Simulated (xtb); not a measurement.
C4H7BN2, SMILES CB1C=NCN=C1. All values are semi-empirical tight-binding results from xtb (GFN2-xTB unless named), good for trends rather than for accurate numbers. Geometry optimised at GFN2-xTB. The structure was generated by enumeration, and PubChem lists no compound with its InChIKey, so it may never have been made. One conformer was computed; it need not be the lowest.

| Item | Value |
|---|---|
| point group as xtb finds it | Cs |
| orbital gap | 1.36 eV |
| dipole moment | 1.83 D |
| zero-point energy | 67.5 kcal/mol |
| G − E(el) at 298.15 K (modified RRHO) | 47.7 kcal/mol |
| static polarisability (D4 model) | 69.9 bohr³ |
| solvation energy, GFN2-xTB/ALPB(water) | -4.4 kcal/mol |
| solvation energy, GFN2-xTB/ALPB(dmf) | -7.0 kcal/mol |

Computed IR lines (harmonic; lines under 4 % of the strongest left out, lines within 3 cm⁻¹ merged):
ν (cm⁻¹): 268 (m), 432 (w), 518 (w), 758 (w), 825 (m), 835 (w), 863 (w), 878 (s), 960 (w), 977 (w), 1027 (m), 1162 (vs), 1306 (m), 1319 (w), 1379 (m), 1609 (m), 2915 (w), 2977 (s), 2980 (m), 2986 (w), 3028 (m), 3032 (w) (against the strongest line: vs over 80 %, s over 45 %, m over 15 %, w over 4 %, vw less)
